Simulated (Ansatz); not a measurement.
Consider the hydrogenolysis of the Al–O bond: `[OH][Al]([F])[O][SiH3]` + H₂ → `[F][AlH][O][SiH3]` + H₂O.

Gas-phase electronic energies from Ansatz, PBE0-D4/def2-TZVP geometries. CBS: MP2 limit from def2 TZ/QZ plus the TZ coupled-cluster correction, frozen cores. This one scheme is used for every species. Functionals use def2-TZVPP. Each species was taken in one conformer, which may not be the lowest.

CCSD(T)/CBS gives +108.2 kJ/mol.

(1) Another level gave +110.7 kJ/mol. Which?
A. PBE-QIDH/def2-TZVPP
B. MP2/def2-TZVPP
C. PBE0/def2-TZVPP
D. BLYP-D4/def2-TZVPP

Largest T1 diagnostic among the species: 0.012.

Results:

(1) D. BLYP-D4 110.7, PBE-QIDH 106.3, PBE0 99.3, MP2/def2-TZVPP 115.7 kJ/mol.

At CCSD(T), def2-SVP lies −3.9 kJ/mol from the extrapolated value and def2-TZVPP +0.7 kJ/mol. Leaving LDA and LC-ωPBE aside and taking each functional with its dispersion term where it has one, the values, not all of them listed here, spread over 15.7 kJ/mol, from B97M-V to r2SCAN-D4.
